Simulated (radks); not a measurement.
Spherical quantum dot in the effective-mass picture: electrons in a hard-walled sphere of radius 9.3, all in effective atomic units (hartree* = m*/eps^2 hartree, bohr* = eps/m* bohr), one dielectric constant everywhere. Calculated with a radial shooting solver with Libxc functionals: non-relativistic Kohn-Sham, LDA (Slater exchange, Perdew-Wang correlation), spin-polarised, spherical densities. Levels are named by radial order and angular momentum (1s, 1p, 1d, 2s, ...), and open shells are averaged over m. Results are scaled to m* = 0.409 and eps = 6.7, for which hartree* = 247.9 meV and bohr* = 0.8669 nm. Each electron was tried in the lowest free levels, single moves between levels near the top were tried too, and the lowest total energy was kept; such a search can miss a lower state. At N = 1 the Hartree and exchange-correlation terms need not cancel, so that row can carry a self-interaction error.

\begin{tabular}{lrrrrrrr}
N & open shells & 2S & E (meV) & mu = E(N) - E(N-1) (meV) & addition energy mu(N+1) - mu(N) (meV) & e(HOMO) (meV) & rms radius (nm) \\ \hline
1 & 1s(up 1, down 0) & 1 & 14.1314 & 14.131 & 37.52 & 30.019 & 4.381 \\
2 & none & 0 & 65.7819 & 51.651 & 42.65 & 67.658 & 4.766 \\
3 & 1p(up 1, down 0) & 1 & 160.081 & 94.299 & 31.31 & 109.82 & 5.099 \\
4 & 1p(up 2, down 0) & 2 & 285.693 & 125.61 & 31.77 & 141.47 & 5.291 \\
5 & 1p(up 3, down 0) & 3 & 443.075 & 157.38 & 38.02 & 173.31 & 5.426 \\
6 & 1p(up 3, down 1) & 2 & 638.477 & 195.40 & 30.76 & 210.71 & 5.533 \\
7 & 1p(up 3, down 2) & 1 & 864.635 & 226.16 & 31.05 & 241.66 & 5.619 \\
8 & none & 0 & 1121.85 & 257.21 & 43.82 & 272.78 & 5.692 \\
9 & 1d(up 1, down 0) & 1 & 1422.88 & 301.03 & 30.61 & 316.32 & 5.766 \\
10 & 1d(up 2, down 0) & 2 & 1754.52 & 331.64 & 30.68 & 346.97 & 5.829 \\
11 & 1d(up 3, down 0) & 3 & 2116.83 & 362.32 & 30.70 & 377.67 & 5.884 \\
12 & 1d(up 4, down 0) & 4 & 2509.85 & 393.02 & 30.71 & 408.37 & 5.931 \\
13 & 1d(up 5, down 0) & 5 & 2933.58 & 423.73 & 37.13 & 439.08 & 5.974 \\
14 & 1d(up 5, down 1) & 4 & 3394.43 & 460.85 & 30.18 & 475.93 & 6.012 \\
15 & 1d(up 5, down 2) & 3 & 3885.46 & 491.03 & 30.25 & 506.15 & 6.047 \\
16 & 1d(up 5, down 3) & 2 & 4406.74 & 521.28 & 30.29 & 536.42 & 6.079 \\
17 & 1d(up 5, down 4) & 1 & 4958.30 & 551.56 & 30.30 & 566.71 & 6.109 \\
18 & none & 0 & 5540.17 & 581.87 & 46.00 & 597.02 & 6.136 \\
19 & 1f(up 1, down 0) & 1 & 6168.04 & 627.87 & 30.05 & 642.89 & 6.165 \\
20 & 1f(up 2, down 0) & 2 & 6825.95 & 657.92 & 30.06 & 672.94 & 6.192 \\
21 & 1f(up 3, down 0) & 3 & 7513.93 & 687.97 & 30.06 & 703.00 & 6.216 \\
22 & 1f(up 4, down 0) & 4 & 8231.96 & 718.03 & 30.06 & 733.06 & 6.239 \\
23 & 1f(up 5, down 0) & 5 & 8980.05 & 748.09 & 30.05 & 763.12 & 6.261 \\
24 & 1f(up 6, down 0) & 6 & 9758.19 & 778.14 & 30.05 & 793.17 & 6.281 \\
25 & 1f(up 7, down 0) & 7 & 10566.4 & 808.19 & 36.51 & 823.21 & 6.300 \\
26 & 1f(up 7, down 1) & 6 & 11411.1 & 844.70 & 29.75 & 859.57 & 6.318 \\
27 & 1f(up 7, down 2) & 5 & 12285.5 & 874.45 & 29.77 & 889.33 & 6.336 \\
28 & 1f(up 7, down 3) & 4 & 13189.7 & 904.22 & 29.78 & 919.10 & 6.352 \\
29 & 1f(up 7, down 4) & 3 & 14123.7 & 934.00 & 29.79 & 948.89 & 6.368 \\
30 & 1f(up 7, down 5) & 2 & 15087.5 & 963.78 & 29.79 & 978.68 & 6.382 \\
31 & 1f(up 7, down 6) & 1 & 16081.1 & 993.57 & - & 1008.5 & 6.397 \\
\end{tabular}

All shells are closed at N = 2, 8, 18 (there: 1s2 1p6 1d10); the second difference of the energy has clear peaks (12 % above both neighbours; the first and last values, which can be the largest, are not judged, and half-filled shells can peak too) at N = 2, 5, 8, 13, 18, 25.
